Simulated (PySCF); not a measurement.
Telling isomers of C7H8O apart by NMR

- NMR shieldings at PBE0/pcSseg-1/GIAO
- coordinates at the GFN2-xTB level
- code: PySCF
- one conformer, no solvent, non-relativistic Hamiltonian, rapidly exchanging positions averaged

Referencing at the same level of theory: TMS for ¹H (σ = 31.72 ppm) and ¹³C (σ = 186.93 ppm). Where no couplings were computed, multiplicities follow the n + 1 count of equivalent neighbours, and m marks all less simple cases (inequivalent or close neighbours, rings, F or P nearby). Shifts are as computed. Against solution values, carbons near 30 ppm lie about +3 ppm off and those near 130 ppm about +5 ppm. Of 1211 compounds with measured shifts, 218 miss one by over three times the rms of a fit or turn the order of signals round; such compounds aren't used in these exercises.

(1) Tabulate the signals of `C=CC#CC(=C)OC`, `C#C[C@@H]1C(=O)C[C@@H]1C`, `C=C(C)c1ccoc1` and their relative energies.

(2) What is the quickest way to tell C=CC#CC(=C)OC from C#C[C@@H]1C(=O)C[C@@H]1C?

(3) What is the quickest way to tell C=CC#CC(=C)OC from C=C(C)c1ccoc1?

(4) What is the quickest way to tell C#C[C@@H]1C(=O)C[C@@H]1C from C=C(C)c1ccoc1?

## Answers

(1) 
| SMILES | carbon types | δC | δH | E rel. (kcal/mol) |
| --- | --- | --- | --- | --- |
| C=CC#CC(=C)OC | 3×C 1×CH 2×CH2 1×CH3 | 154.5, 136.2, 124.6, 98.1, 97.5, 94.8, 55.9 | 6.19 (m, 1H), 6.04 (m, 1H), 5.85 (m, 1H), 4.85 (br s, 1H), 4.41 (br s, 1H), 3.71 (s, 3H) | 53.7 |
| C#C[C@@H]1C(=O)C[C@@H]1C | 2×C 3×CH 1×CH2 1×CH3 | 208.2, 83.4, 81.2, 55.6, 54.0, 23.1, 20.2 | 3.98 (m, 1H), 3.30 (m, 1H), 2.76 (m, 1H), 2.41 (m, 1H), 1.91 (d, 1H), 1.44 (d, 3H) | 36.0 |
| C=C(C)c1ccoc1 | 2×C 3×CH 1×CH2 1×CH3 | 148.3, 144.1, 142.4, 134.5, 116.1, 114.4, 23.5 | 7.47 (m, 1H), 7.46 (m, 1H), 6.97 (m, 1H), 5.66 (br s, 1H), 5.32 (br s, 1H), 2.13 (s, 3H) | 0.0 |

Energies are electronic energies at PBE0/pcSseg-1 on these geometries, without zero-point or thermal terms, each for the one conformer computed, which needn't be the lowest.

(2) Both give the same number of carbon signals, but DEPT or the intensities differ. The first has a terminal =CH2 carbon at 136.2 ppm, the second an sp3 CH α to a carbonyl at 54.0 ppm. Their most deshielded carbons lie at 154.5 and 208.2 ppm. In the proton spectra the most deshielded non-exchanging signals are 6.19 (m, 1H) and 3.98 (m, 1H).

(3) Both give the same number of carbon signals, but DEPT or the intensities differ. The first has an alkyne carbon (C) at 94.8 ppm, the second an allylic methyl carbon (CH3) at 23.5 ppm. Their most deshielded carbons lie at 154.5 and 148.3 ppm. In the proton spectra the most deshielded non-exchanging signals are 6.19 (m, 1H) and 7.47 (m, 1H).

(4) Both give the same number of carbon signals, with the same numbers of each carbon type, so the positions decide. The first has a ketone carbonyl carbon (C) at 208.2 ppm, the second an aromatic CH next to the ring oxygen at 148.3 ppm. In the proton spectra the most deshielded non-exchanging signals are 3.98 (m, 1H) and 7.47 (m, 1H).
